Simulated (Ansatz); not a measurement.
`FBF` + `B[SiH2]O` → `B[SiH2]OBF` + H–F at 700 K and 1 bar (ligand exchange at a B–F bond).

Isolated molecules relaxed with PBE0-D4/def2-TZVP in Ansatz; ΔE leaves out vibrations. CCSD(T)/CBS is the MP2 limit (def2-TZVPP, def2-QZVPP) plus CCSD(T) − MP2 in def2-TZVPP, frozen cores. This one scheme is used for every species. Each species was taken in one conformer, which may not be the lowest.

```json
{"species": "`FBF`", "CCSD(T)/CBS energy (Eh)": "-225.09427", "H − E (kJ/mol)": "79.5", "S (J/(mol·K))": "289.3"}
{"species": "`B[SiH2]O`", "CCSD(T)/CBS energy (Eh)": "-392.05150", "H − E (kJ/mol)": "194.3", "S (J/(mol·K))": "392.7"}
{"species": "`B[SiH2]OBF`", "CCSD(T)/CBS energy (Eh)": "-516.74846", "H − E (kJ/mol)": "231.2", "S (J/(mol·K))": "478.7"}
{"species": "H–F", "CCSD(T)/CBS energy (Eh)": "-100.39570", "H − E (kJ/mol)": "45.2", "S (J/(mol·K))": "198.5"}
```

H − E and S are ideal-gas, rigid-rotor, harmonic terms from PBE0-D4/def2-TZVP, for one conformer and one mirror image of each species. 1 Eh = 2625.50 kJ/mol, R = 8.31446 J/(mol·K).

Task: By hand: ΔE, ΔH, ΔS and ΔG.

Result: ΔE = (-516.74846) + (-100.39570) − (-225.09427) − (-392.05150) = 0.00161 Eh = 4.2 kJ/mol. Δ(H − E) = 231.2 + 45.2 − 79.5 − 194.3 = 2.6, so ΔH = 6.8 kJ/mol. ΔS = 478.7 + 198.5 − 289.3 − 392.7 = -4.8 J/(mol·K). ΔG = 6.8 − 700 × (-4.8)/1000 = 10.2 kJ/mol.

Task: By hand: the equilibrium constant, and the temperature at which ΔG would vanish if ΔH and ΔS stayed fixed.

Result: log₁₀ K = −ΔG/(RT ln 10) = -0.8. ΔH and −TΔS have one sign here, so there is no such temperature.

TΔS isn't small against ΔH here. A doubt of 5 kJ/mol in ΔE shifts log₁₀ K by 0.4 here. Other conformers and mirror images would add mixing entropy, several J/(mol·K) or more a flexible species. Modes under 60 cm⁻¹, often nearly free rotors, make the harmonic entropy too high. These are equilibria of isolated gas molecules and say nothing of rates. Largest T1 diagnostic: 0.013 (customary marks: 0.02 for closed shells, 0.045 for open ones).

ΔS is within the doubt of such terms, so its sign, and with it that verdict, could turn.
